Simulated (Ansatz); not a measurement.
Geometry optimisation, RKS PBE0-D4/def2-SVP in Ansatz 0.2.0.

input.yaml

```yaml
crystal:
  periodic: [false, false, false]
  atoms:
    - { symbol: Al, position_ang: [-0.002077, 0.223906, 0.104349] }
    - { symbol: Cl, position_ang: [-0.006284, 0.490715, 2.265567] }
    - { symbol: F, position_ang: [1.42067, 0.204184, -0.720047] }
    - { symbol: F, position_ang: [-1.424961, 0.144999, -0.71607] }
    - { symbol: H, position_ang: [0.088461, -2.434909, 0.811396] }
    - { symbol: H, position_ang: [0.06809, -1.894495, 1.289806] }
basis:
  gaussian: { orbitals: def2-SVP }
hamiltonian:
  xc: pbe0
  dispersion: d4
relax:
  f_tol: 0.03
  max_steps: 50
```

Command:

```bash
$ ansatz run input.yaml --threads 1 --pin off --max-ram 2048MiB --backend cpu --events-out ev --progress --plain --runs-dir out
```

**Question.** Where does it end, and by what steps?

**Answer.** The run converged. After 6 steps the energy has fallen by 0.265 eV; H5 moved furthest, 0.51 Å.

```csv
step,energy less start (eV),largest force component (eV/Å),accepted
0,0.0000,1.652,yes
1,-0.1430,1.163,yes
2,-0.2305,0.402,yes
3,-0.1873,0.999,no
4,-0.2515,0.236,yes
5,-0.2628,0.289,yes
6,-0.2655,0.025,yes
```

```xyz
6
Properties=species:S:1:pos:R:3
Al 0.006 0.051 0.272
Cl -0.009 0.713 2.245
F 1.426 -0.012 -0.569
F -1.412 -0.089 -0.563
H 0.072 -2.074 0.456
H 0.061 -1.855 1.194
```

Time of the run: 22 s on 1 thread of Arm Neoverse V1, with other jobs on the host, peak memory 0.14 GiB.
